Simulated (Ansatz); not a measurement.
The first iterations of a band of C3H4BF (9 atoms, charge 0, multiplicity 1).

Method: UKS PBE/def2-SVP in Ansatz 0.2.0.

| Item | Value |
| --- | --- |
| movable images | 7 |
| climbing image | yes |
| spring | 5.0 eV/Å² |
| optimiser | quadratic models (default) |
| start path | through a guess of the saddle point |
| force threshold | 0.05 eV/Å |
| iteration limit | 60 |
| end points | relaxed |

Image 0:

```xyz
9
Properties=species:S:1:pos:R:3
C 0.236 2.437 0.188
C 0.169 1.274 -0.203
B 0.079 -0.199 -0.636
C -0.172 -1.394 0.349
F 0.218 -0.465 -1.947
H 0.297 3.465 0.523
H 0.598 -2.182 0.199
H -1.143 -1.875 0.095
H -0.194 -1.107 1.416
```

Image 8:

```xyz
9
Properties=species:S:1:pos:R:3
C 0.111 2.423 0.172
C 0.162 1.255 -0.209
B 0.218 -0.223 -0.632
C -0.163 -1.402 0.329
F 0.582 -0.487 -1.899
H 0.069 3.455 0.497
H 0.188 -2.387 -0.037
H -1.274 -1.445 0.398
H 0.196 -1.234 1.365
```

| iteration | highest image above the first end (eV) | largest band force component (eV/Å) |
| --- | --- | --- |
| 1 | 2.694 | 6.845 |
| 2 | 1.153 | 1.917 |
| 3 | 0.595 | 1.722 |

Problem. Does the band converge within its limit, and where does its top end?

Solution. It converged. It ended after 9 iterations with the highest image 0.000 eV above the first end. The highest image is an end point: on this band no image between the ends rises above it.

Run time: 2.1 min on 2 threads of Arm Neoverse V2, on a shared host, peak memory 0.14 GiB.
